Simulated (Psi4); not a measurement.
Input file for Psi4: SAPT0/jun-cc-pV(D+d)Z on C2H5F (a complex), monomers drawn apart or pushed together.

```
memory 8100 MB

molecule dimer {
0 1
F    -0.23388643    0.85647079    0.58511113
H    -0.16839628    0.55535679    1.46867864
--
0 1
C    -0.52051173    0.14029092    3.95746496
C     0.52159970   -0.61366057    3.62470504
H    -0.39786172    1.15993372    4.30219343
H    -1.53481942   -0.23676184    3.90650978
H     0.39951627   -1.63631444    3.28877917
H     1.53651350   -0.23957695    3.68451601
units angstrom
symmetry c1
no_reorient
no_com
}

set {
  basis jun-cc-pV(D+d)Z
  scf_type df
  freeze_core true
}

energy('sapt0')
```

The log:

```
[...]
==> Input File <==

--------------------------------------------------------------------------
memory 8100 MB

molecule dimer {
0 1
F    -0.23388643    0.85647079    0.58511113
H    -0.16839628    0.55535679    1.46867864
--
0 1
C    -0.52051173    0.14029092    3.95746496
C     0.52159970   -0.61366057    3.62470504
H    -0.39786172    1.15993372    4.30219343
H    -1.53481942   -0.23676184    3.90650978
H     0.39951627   -1.63631444    3.28877917
H     1.53651350   -0.23957695    3.68451601
units angstrom
symmetry c1
no_reorient
no_com
}

set {
  basis jun-cc-pV(D+d)Z
  scf_type df
  freeze_core true
}

energy('sapt0')
--------------------------------------------------------------------------


   => Loading Basis Set <=

    Name: JUN-CC-PV(D+D)Z
    Role: ORBITAL
    Keyword: BASIS
    atoms 1      entry F          line   290 file jun-cc-pv_dpd_z.gbs
    atoms 2, 5-8 entry H          line    60 file jun-cc-pv_dpd_z.gbs
    atoms 3-4    entry C          line   188 file jun-cc-pv_dpd_z.gbs

   => Loading Basis Set <=

    Name: JUN-CC-PV(D+D)Z
    Role: ORBITAL
    Keyword: BASIS
    atoms 1      entry F          line   290 file jun-cc-pv_dpd_z.gbs
    atoms 2, 5-8 entry H          line    60 file jun-cc-pv_dpd_z.gbs
    atoms 3-4    entry C          line   188 file jun-cc-pv_dpd_z.gbs


  //>>>>>>>>>>>>>>>>>>>>>>>>>>>>>>>>>>>//
  //              Dimer HF             //
  //<<<<<<<<<<<<<<<<<<<<<<<<<<<<<<<<<<<//

   => Libint2 <=

    Primary   basis highest AM E, G, H:  7, 6, 3
    Auxiliary basis highest AM E, G, H:  7, 7, 4
    Onebody   basis highest AM E, G, H:  -, -, -
    Solid Harmonics ordering:            Gaussian


   => Loading Basis Set <=

    Name: JUN-CC-PV(D+D)Z
    Role: ORBITAL
    Keyword: BASIS
    atoms 1      entry F          line   290 file jun-cc-pv_dpd_z.gbs
    atoms 2, 5-8 entry H          line    60 file jun-cc-pv_dpd_z.gbs
    atoms 3-4    entry C          line   188 file jun-cc-pv_dpd_z.gbs


         ---------------------------------------------------------
                                   SCF
               by Justin Turney, Rob Parrish, Andy Simmonett
                          and Daniel G. A. Smith
                              RHF Reference
                        4 Threads,   7724 MiB Core
         ---------------------------------------------------------

  ==> Geometry <==

    Molecular point group: c1
    Full point group: C1

    Geometry (in Angstrom), charge = 0, multiplicity = 1:

       Center              X                  Y                   Z               Mass
    ------------   -----------------  -----------------  -----------------  -----------------
         F           -0.233886430000     0.856470790000     0.585111130000    18.998403162730
         H           -0.168396280000     0.555356790000     1.468678640000     1.007825032230
         C           -0.520511730000     0.140290920000     3.957464960000    12.000000000000
         C            0.521599700000    -0.613660570000     3.624705040000    12.000000000000
         H           -0.397861720000     1.159933720000     4.302193430000     1.007825032230
         H           -1.534819420000    -0.236761840000     3.906509780000     1.007825032230
         H            0.399516270000    -1.636314440000     3.288779170000     1.007825032230
         H            1.536513500000    -0.239576950000     3.684516010000     1.007825032230

  Running in c1 symmetry.

  Rotational constants: A =      0.47628  B =      0.04015  C =      0.03812 [cm^-1]
  Rotational constants: A =  14278.37440  B =   1203.64362  C =   1142.93181 [MHz]
  Nuclear repulsion =   63.363230124533857

  Charge       = 0
  Multiplicity = 1
  Electrons    = 26
  Nalpha       = 13
  Nbeta        = 13

  ==> Algorithm <==

  SCF Algorithm Type is DF.
  DIIS enabled.
  MOM disabled.
  Fractional occupation disabled.
  Guess Type is SAD.
  Energy threshold   = 1.00e-08
  Density threshold  = 1.00e-08
  Integral threshold = 1.00e-12

  ==> Primary Basis <==

  Basis Set: JUN-CC-PV(D+D)Z
    Blend: JUN-CC-PV(D+D)Z
    Number of shells: 39
    Number of basis functions: 79
    Number of Cartesian functions: 82
    Spherical Harmonics?: true
    Max angular momentum: 2

   => Loading Basis Set <=

    Name: (JUN-CC-PV(D+D)Z AUX)
    Role: JKFIT
    Keyword: DF_BASIS_SCF
    atoms 1      entry F          line   314 file jun-cc-pvdz-jkfit.gbs
    atoms 2, 5-8 entry H          line    70 file jun-cc-pvdz-jkfit.gbs
    atoms 3-4    entry C          line   146 file jun-cc-pvdz-jkfit.gbs

  ==> Integral Setup <==

  DFHelper Memory: AOs need 0.018 GiB; user supplied 5.658 GiB.
  SCF_SUBTYPE=INCORE selected. In-core MEM_DF algorithm will be used.
  Using in-core AOs.

  ==> MemDFJK: Density-Fitted J/K Matrices <==

    J tasked:                   Yes
    K tasked:                   Yes
    wK tasked:                   No
    OpenMP threads:               4
    Algorithm:                 Core
    Schwarz Cutoff:           1E-12
    Mask spar
[...]
 68A      3.152037
      69A      3.403346    70A      3.907209    71A      5.748752
      72A      5.748851    73A      6.025955    74A      6.033366
      75A      6.706175    76A      7.090738    77A      7.113409
      78A      7.928166    79A     42.870901

    Final Occupation by Irrep:
              A
    DOCC [     8 ]
    NA   [     8 ]
    NB   [     8 ]

  @DF-RHF Final Energy:   -78.04194336114305

   => Energetics <=

    Nuclear Repulsion Energy =             33.4294845642380452
    One-Electron Energy =                -170.0920965994289134
    Two-Electron Energy =                  58.6206686740478276
    Total Energy =                        -78.0419433611430406

Computation Completed


Properties will be evaluated at   0.000000,   0.000000,   0.000000 [a0]

Properties computed using the SCF density matrix


 Multipole Moments:

 ------------------------------------------------------------------------------------
     Multipole            Electronic (a.u.)      Nuclear  (a.u.)        Total (a.u.)
 ------------------------------------------------------------------------------------

 L = 1.  Multiply by 2.5417464519 to convert [e a0] to [Debye]
 Dipole X            :         -0.0183993            0.0186638            0.0002644
 Dipole Y            :          7.1663419           -7.1676129           -0.0012710
 Dipole Z            :       -114.6554114          114.6591674            0.0037560
 Magnitude           :                                                    0.0039741

 ------------------------------------------------------------------------------------

  Constructing Basis Sets for SAPT...

   => Loading Basis Set <=

    Name: (JUN-CC-PV(D+D)Z AUX)
    Role: RIFIT
    Keyword: DF_BASIS_SAPT
    atoms 1      entry F          line   232 file jun-cc-pvdz-ri.gbs
    atoms 2, 5-8 entry H          line    30 file jun-cc-pvdz-ri.gbs
    atoms 3-4    entry C          line   100 file jun-cc-pvdz-ri.gbs

   => Loading Basis Set <=

    Name: (JUN-CC-PV(D+D)Z AUX)
    Role: JKFIT
    Keyword: DF_BASIS_ELST
    atoms 1      entry F          line   314 file jun-cc-pvdz-jkfit.gbs
    atoms 2, 5-8 entry H          line    70 file jun-cc-pvdz-jkfit.gbs
    atoms 3-4    entry C          line   146 file jun-cc-pvdz-jkfit.gbs


  //>>>>>>>>>>>>>>>>>>>>>>>>>>>>>>>>>>>//
  //               SAPT0               //
  //<<<<<<<<<<<<<<<<<<<<<<<<<<<<<<<<<<<//



        SAPT0
    Ed Hohenstein
     6 June 2009

      Orbital Information
  --------------------------
    NSO        =        79
    NMO        =        79
    NRI        =       265
    NRI (Elst) =       352
    NOCC A     =         5
    NOCC B     =         8
    FOCC A     =         1
    FOCC B     =         2
    NVIR A     =        74
    NVIR B     =        71

    Elst10,r            =    -0.007202944809 [Eh]
    Exch10              =     0.005095197091 [Eh]
    Exch10 (S^2)        =     0.005075074155 [Eh]

    Maxiter = 50
    CPHF R converge = 1.000000E-08

    Iter     Energy [mEh]          dE [mEh]         Residual      Time [s]
       1      -0.11602370       0.116023703     1.919884e-03             0
       2      -0.13280095       0.016777242     8.462645e-04             0
       3      -0.13745861       0.004657668     1.965989e-04             0
       4      -0.13674118      -0.000717437     4.750256e-05             0
       5      -0.13663581      -0.000105370     4.834635e-06             0
       6      -0.13665732       0.000021512     5.513912e-07             0
       7      -0.13665574      -0.000001581     6.139616e-08             0
       8      -0.13665583       0.000000090     7.110511e-09             0

    CHF Iterations converged

    Maxiter = 50
    CPHF R converge = 1.000000E-08

    Iter     Energy [mEh]          dE [mEh]         Residual      Time [s]
       1      -3.14321525       3.143215253     9.725202e-03             0
       2      -3.89815038       0.754935124     3.027726e-03             0
       3      -3.98878880       0.090638426     6.254342e-04             0
       4      -3.97448542      -0.014303387     1.815939e-04             0
       5      -3.97053690      -0.003948511     3.183142e-05             0
       6      -3.97139534       0.000858437     4.732836e-06             0
       7      -3.97132889      -0.000066448     8.177204e-07             0
       8      -3.97133331       0.000004414     1.797333e-07             0
       9      -3.97133396       0.000000651     5.428483e-08             0
      10      -3.97133377      -0.000000184     8.308559e-09             0

    CHF Iterations converged

    Ind20,r (A<-B)      =    -0.000136655827 [Eh]
    Ind20,r (B<-A)      =    -0.003971333774 [Eh]
    Ind20,r             =    -0.004107989601 [Eh]
    Exch-Ind20,r (A<-B) =     0.000067397067 [Eh]
    Exch-Ind20,r (B<-A) =     0.002198493582 [Eh]
    Exch-Ind20,r        =     0.002265890649 [Eh]
    Disp20              =    -0.001788576630 [Eh]
    Disp20 (SS)         =    -0.000894288315 [Eh]
    Disp20 (OS)         =    -0.000894288315 [Eh]
    Exch-Disp20         =     0.000269592969 [Eh]
    Exch-Disp20 (SS)    =     0.000164384529 [Eh]
    Exch-Disp20 (OS)    =     0.000105208440 [Eh]

    SAPT Results
  --------------------------------------------------------------------------------------------------------
    Electrostatics                 -7.20294481 [mEh]      -4.51991611 [kcal/mol]     -18.91132899 [kJ/mol]
      Elst10,r                     -7.20294481 [mEh]      -4.51991611 [kcal/mol]     -18.91132899 [kJ/mol]

    Exchange                        5.09519709 [mEh]       3.19728445 [kcal/mol]      13.37743812 [kJ/mol]
      Exch10                        5.09519709 [mEh]       3.19728445 [kcal/mol]      13.37743812 [kJ/mol]
      Exch10(S^2)                   5.07507415 [mEh]       3.18465711 [kcal/mol]      13.32460536 [kJ/mol]

    Induction                      -2.71486658 [mEh]      -1.70360450 [kcal/mol]      -7.12788123 [kJ/mol]
      Ind20,r                      -4.10798960 [mEh]      -2.57780239 [kcal/mol]     -10.78552521 [kJ/mol]
      Exch-Ind20,r                  2.26589065 [mEh]       1.42186785 [kcal/mol]       5.94909508 [kJ/mol]
      delta HF,r (2)               -0.87276763 [mEh]      -0.54766996 [kcal/mol]      -2.29145110 [kJ/mol]

    Dispersion                     -1.51898366 [mEh]      -0.95317664 [kcal/mol]      -3.98809105 [kJ/mol]
      Disp20                       -1.78857663 [mEh]      -1.12234878 [kcal/mol]      -4.69590730 [kJ/mol]
      Exch-Disp20                   0.26959297 [mEh]       0.16917214 [kcal/mol]       0.70781624 [kJ/mol]
      Disp20 (SS)                  -0.89428832 [mEh]      -0.56117439 [kcal/mol]      -2.34795365 [kJ/mol]
      Disp20 (OS)                  -0.89428832 [mEh]      -0.56117439 [kcal/mol]      -2.34795365 [kJ/mol]
      Exch-Disp20 (SS)              0.16438453 [mEh]       0.10315285 [kcal/mol]       0.43159152 [kJ/mol]
      Exch-Disp20 (OS)              0.10520844 [mEh]       0.06601929 [kcal/mol]       0.27622472 [kJ/mol]

  Total HF                         -4.82261430 [mEh]      -3.02623616 [kcal/mol]     -12.66177210 [kJ/mol]
  Total SAPT0                      -6.34159796 [mEh]      -3.97941280 [kcal/mol]     -16.64986315 [kJ/mol]

  Special recipe for scaled SAPT0 (see Manual):
    Electrostatics sSAPT0          -7.20294481 [mEh]      -4.51991611 [kcal/mol]     -18.91132899 [kJ/mol]
    Exchange sSAPT0                 5.09519709 [mEh]       3.19728445 [kcal/mol]      13.37743812 [kJ/mol]
    Induction sSAPT0               -2.68780644 [mEh]      -1.68662401 [kcal/mol]      -7.05683484 [kJ/mol]
    Dispersion sSAPT0              -1.51576408 [mEh]      -0.95115632 [kcal/mol]      -3.97963804 [kJ/mol]
  Total sSAPT0                     -6.31131824 [mEh]      -3.96041199 [kcal/mol]     -16.57036375 [kJ/mol]
  --------------------------------------------------------------------------------------------------------



*** Psi4 exiting successfully. Buy a developer a beer!
```

The run finished.

Cost: about 6 core-seconds (a rough figure).
